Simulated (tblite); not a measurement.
Species: C2H7F3NSi2 (doublet state).
Z-matrix (Å and degrees, GFN2-xTB geometry), rows numbered from 1:
```
F 
C   1  1.3396
F   2  1.3439  1  106.52
F   2  1.3469  1  106.21  3  -112.89
C   2  1.5250  1  113.10  3   123.65
N   5  1.4027  2  115.14  1    60.67
Si  6  1.6460  5  133.66  2     7.34
Si  7  2.4028  6  100.72  5    91.21
H   5  1.1004  2  106.61  1   -61.06
H   5  1.1017  2  106.61  1  -175.45
H   7  1.4683  6  127.79  5   -25.40
H   7  1.4589  6  106.03  5  -159.46
H   8  1.4583  7  109.81  6    62.02
H   8  1.4579  7  110.60  6   -60.32
H   8  1.4624  7  106.40  6  -179.94
```

The geometry is computed with GFN2-xTB (gas phase). This method treats the open shell by occupation alone, without spin polarisation.

Take the most abundant isotopes and a rigid rotor. The values belong to one conformer with, in the numbering `[F:1][C:2]([F:3])([F:4])[CH2:5][N:6][SiH2:7][SiH3:8]`, C2–C5–N6–Si7 7°, C5–N6–Si7–Si8 91°.

(1) What are A, B and C (GHz)?

(2) Classify the top.

(3) Is it planar, by Δ = Ic − Ia − Ib?

(4) Give the other two planar moments, Paa and Pbb, and the rms extents of the mass along the axes.

(5) Give the coordinates in the principal-axis frame, origin at the centre of mass.

(6) List the rotational levels J(Ka,Kc) to J = 2 (MHz).

(7) Estimate the classical rotational partition function at 10 K, 25 K and 50 K.

Answers

(1) Ia = 200.78, Ib = 630.29, Ic = 686.16 u·Å²; 505379 MHz·u·Å²/I gives 2517, 801.8 and 736.5 MHz, that is A = 2.5171, B = 0.8018, C = 0.7365 GHz.

(2) A near-prolate asymmetric top. Ray's parameter κ = (2B − A − C)/(A − C) = -0.927; −1 is the prolate and +1 the oblate limit.

(3) Not planar: Δ = Ic − Ia − Ib = -144.91 u·Å². For a rigid frame Δ = −2 Σ m c², so Σ m c² = 72.46 u·Å² lies off the ab plane: 12.72 from hydrogen and 59.74 from heavier atoms. The atom farthest from that plane is 2.00 Å away.

(4) Paa = Σ m a² = (Ib + Ic − Ia)/2 = 557.83 and Pbb = Σ m b² = (Ia + Ic − Ib)/2 = 128.32 u·Å². With the mass M = 158.01 u, the rms extents √(P/M) along a, b and c are 1.88, 0.90, 0.68 Å.

(5) The sense of each axis is arbitrary; atoms in the order of the calculation.
```tsv
atom	mass (u)	a (Å)	b (Å)	c (Å)
F1	18.998	-1.800	-0.689	-0.976
C2	12.000	-1.554	0.165	0.026
F3	18.998	-2.738	0.701	0.370
F4	18.998	-0.827	1.167	-0.503
C5	12.000	-0.854	-0.490	1.212
N6	14.003	0.401	-1.049	0.928
Si7	27.977	1.381	-1.029	-0.394
Si8	27.977	2.733	0.900	0.080
H9	1.008	-1.531	-1.275	1.583
H10	1.008	-0.780	0.278	1.998
H11	1.008	0.994	-0.841	-1.798
H12	1.008	2.280	-2.169	-0.246
H13	1.008	3.487	0.685	1.309
H14	1.008	1.902	2.093	0.190
H15	1.008	3.665	1.036	-1.039
```

(6) Above 0(0,0):
J = 1: 1(0,1) 1538, 1(1,1) 3254, 1(1,0) 3319
J = 2: 2(0,2) 4613, 2(1,2) 6265, 2(1,1) 6461, 2(2,1) 11607, 2(2,0) 11609
Those of J = 1 are B + C, A + C and A + B.

(7) Point group C1, symmetry number σ = 1; q = (√π/σ)·√((kT/h)³/(ABC)), k/h = 20836.6 MHz/K: 4370 at 10 K, 17300 at 25 K, 48900 at 50 K.

For this open shell read J as N, the rotation without spin; fine and hyperfine splittings come on top. Its GFN2-xTB frequencies are all real (lowest 36 cm⁻¹). These are rigid-rotor constants of the computed structure; measured ground-state constants (B0) also hold zero-point vibration.
